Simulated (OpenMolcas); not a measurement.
**Lu I: effect of the basis set**

- Program: OpenMolcas
- Method: CASSCF
- Active space: 3 electrons in 6 orbitals (5d 6s)
- State averaging: 2S+1 = 2 even, 29 roots; 2S+1 = 4 even, 10 roots kept (CI in the orbitals of an earlier block)
- Spin-orbit coupling: state interaction with AMFI integrals over the reference wave functions, term energies averaged over their components

A. ANO-R1 [7s5p4d2f], X2C, finite nucleus; cost roughly 30 core-seconds
B. ANO-RCC-VDZP [7s6p4d2f1g], DKH2, point nucleus; cost of the order of 28 core-seconds
C. ANO-R2 [8s6p5d3f1g], X2C, finite nucleus; cost of the order of 16 core-seconds
D. ANO-RCC-VTZP [8s7p5d3f2g1h], DKH2, point nucleus; cost about 30 core-seconds
E. ANO-RCC-VQZP [9s8p6d4f3g2h], DKH2, point nucleus; cost about 50 core-seconds
F. ANO-R3 [10s8p7d5f4g2h], X2C, finite nucleus; cost of the order of 50 core-seconds

Energies in cm-1 above 5d 6s2 2D 3/2, the measured ground level; measured values from NIST Handbook of Basic Atomic Spectroscopic Data.

```
               Level      A      B      C      D      E      F  Measured
       5d 6s2 2D 3/2    0.0    0.0    0.0    0.0    0.0    0.0       0.0
       5d 6s2 2D 5/2   1908   1896   1968   1899   1829   1861      1994
       5d2 6s 4F 3/2  15221  14649  14708  14461  14365  14318     18851
       5d2 6s 4F 5/2  15923  15346  15430  15160  15039  15005     19403
       5d2 6s 4F 7/2  16909  16327  16450  16145  15987  15969     20247
       5d2 6s 4F 9/2  18114  17524  17692  17345  17143  17145     21242
       5d2 6s 4P 1/2  22947  22185  22450  21835  21545  21511     21472
       5d2 6s 4P 3/2  23302  22535  22812  22187  21885  21856     22468
       5d2 6s 4P 5/2  23682  22899  23174  22557  22254  22225          
       5d2 6s 2D 3/2  27083  26147  26404  25834  25531  25484     24518
5d2 6s 2G 7/2 [55 %]  28621  27626  27836  27310  27004  26951     26570
       5d2 6s 2G 9/2  29180  28210  28547  27808  27431  27393     26671
5d2 6s 2F 7/2 [55 %]  30048  29024  29240  28809  28549  28509     27992
       5d2 6s 2P 1/2  30502  29529  29760  29106  28799  28736     28793
       5d2 6s 2P 3/2  31582  30603  30884  30191  29837  29797     29938
```

Deviations, from unrounded energies. A percentage is the sum of absolute deviations over the sum of measured energies, with the sign that they share, or ± where signs differ.

```json
{"Against measurement": "mean absolute deviation (cm-1)", "Levels": "13", "A": "2200", "B": "1800", "C": "1900", "D": "1700", "E": "1600", "F": "1600"}
{"Against measurement": "fine structure of the ground term (%)", "Levels": "1", "A": "-4.3", "B": "-4.9", "C": "-1.3", "D": "-4.8", "E": "-8.2", "F": "-6.7"}
{"Against measurement": "other configurations (%)", "Levels": "12", "A": "±9.9", "B": "±8.1", "C": "±8.7", "D": "±7.6", "E": "±7.2", "F": "±7.2"}
```

D, E, F lie about equally close to measurement and A furthest from it. The largest miss of F in the table is 5d2 6s 4F 3/2, by -4500 cm-1. The ranking rests on the paired levels alone, and a cruder setting can come out closer through cancelling errors.

Among A to F the level of the table that moves most is 5d2 6s 2G 9/2, by 1800 cm-1 (lowest in F, highest in A).

Without dynamic correlation excited terms often stand tens of per cent too high (terms of higher spin than the ground term too low), and those without a measured partner can miss by more than the paired ones. Terms from blocks run as CI alone lack orbitals of their own. A single d shell beside an s shell can misplace configurations of different d count against each other. Measured partners are found by configuration, term and J. A level has none where our copy of the source lacks it or the pairing is in doubt (some pairs that miss far off the trend of their configuration count as doubtful), and it then counts in no deviation. Levels of configurations outside the active space are missing. Levels that lie high or do not pair safely by name in every column are left out.

A share in square brackets marks a mixed level and gives the weight of the term that names it, the lowest over the columns.
